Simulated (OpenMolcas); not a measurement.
**Rh2+: moving or changing the point charges**

Rh2+ among 4 point charges of -1 e arranged as a square (D4h), 2.12 Å from the ion.
```
   2.1200    0.0000    0.0000  -1.00
   0.0000    2.1200    0.0000  -1.00
  -2.1200    0.0000    0.0000  -1.00
   0.0000   -2.1200    0.0000  -1.00
```

```
Program             : OpenMolcas
Method              : SS-CASPT2, IPEA 0.25 Eh, imaginary shift 0.1 Eh (closed shells correlated: 4s 4p)
Basis               : ANO-RCC-VDZP [6s5p3d1f]
Scalar Hamiltonian  : DKH2, point nucleus
Active space        : 7 electrons in 5 orbitals (4d)
State averaging     : 2S+1 = 4 even, 10 roots; 2S+1 = 2 even, 40 roots
Spin-orbit coupling : state interaction with AMFI integrals over the reference wave functions
```

Runs around this geometry, states (labels of D4, the rotations of D4h). Energies in cm-1 above the lowest state or level, χT in cm3 K/mol.

```json
{"R (Å)": "2.12", "q (e)": "-0.65", "Ground state": "4A2", "First state of that spin": "4E 330", "First gap with spin-orbit (degeneracies)": "260 (2, 2)", "χT at 300 K": "4.736", "First state of another spin": "2A1 12220"}
{"R (Å)": "1.99", "q (e)": "-1", "Ground state": "4E", "First state of that spin": "4A2 220", "First gap with spin-orbit (degeneracies)": "200 (2, 2)", "χT at 300 K": "4.539", "First state of another spin": "2E 10380"}
{"R (Å)": "2.12", "q (e)": "-1", "Ground state": "4E", "First state of that spin": "4A2 270", "First gap with spin-orbit (degeneracies)": "190 (2, 2)", "χT at 300 K": "4.636", "First state of another spin": "2A1 11500"}
{"R (Å)": "2.27", "q (e)": "-1", "Ground state": "4E", "First state of that spin": "4A2 54", "First gap with spin-orbit (degeneracies)": "210 (2, 2)", "χT at 300 K": "4.728", "First state of another spin": "2A1 12010"}
```

The ground state changes within this set.

Point charges give a weaker field than real ligands, and real ions of this kind are as a rule low spin; the high spin found here belongs to the model. Free-ion shares, where given, are those of the reference states; single-state CASPT2 does not remix them. Spin-orbit coupling mixes the spin-free states strongly: the lowest level takes only 54 % from its leading state, 4A2 (figures for R = 2.12, q = -0.65; the like holds for R = 1.99, q = -1, R = 2.12, q = -1, R = 2.27, q = -1). Point charges carry no covalency, so the field is a model and not that of real ligands. No measured value stands beside these numbers.
